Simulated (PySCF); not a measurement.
Electron correlation in In⁺ (indium, charge +1)

Starting occupation: [Kr] 4d10 5s2. Computed with PySCF 2.14 in x2c-TZVPall-2c with one added diffuse shell each of s, p, d, f type (9s10p6d3f, 90 functions), with X2C-1e with screened-nucleus spin-orbit coupling, Gaussian nucleus. Frozen: [Ar] 3d10; 20 electrons correlated; the 6 highest virtual spinors left out.

MP2 pair energies summed by pair of shells (mhartree):

| pair | energy | share (%) |
| --- | --- | --- |
| 4d3/2-4d5/2 | -86.98 | 22.1 |
| 4d5/2-4d5/2 | -62.74 | 15.9 |
| 4d5/2-5s1/2 | -43.18 | 11.0 |
| 4d3/2-5s1/2 | -28.18 | 7.2 |
| 4d5/2-4p3/2 | -27.22 | 6.9 |
| 4d3/2-4d3/2 | -26.42 | 6.7 |
| 5s1/2-5s1/2 | -23.04 | 5.8 |
| 4d3/2-4p3/2 | -18.30 | 4.6 |
| 4d5/2-4p1/2 | -13.40 | 3.4 |
| 4p1/2-4p3/2 | -9.97 | 2.5 |
| 4p3/2-4p3/2 | -9.84 | 2.5 |
| 4d3/2-4p1/2 | -8.61 | 2.2 |
| 4d5/2-4s1/2 | -8.36 | 2.1 |
| 4p3/2-4s1/2 | -6.95 | 1.8 |
| 4d3/2-4s1/2 | -5.53 | 1.4 |
| 4p3/2-5s1/2 | -4.93 | 1.3 |
| 4p1/2-4s1/2 | -3.49 | 0.9 |
| 4p1/2-4p1/2 | -2.30 | 0.6 |
| 4p1/2-5s1/2 | -2.17 | 0.6 |
| 4s1/2-4s1/2 | -1.69 | 0.4 |
| 4s1/2-5s1/2 | -0.64 | 0.2 |

Total MP2 correlation energy: -393.93 mhartree.

This basis was not built for core-valence correlation, so the inner-shell part is incomplete.
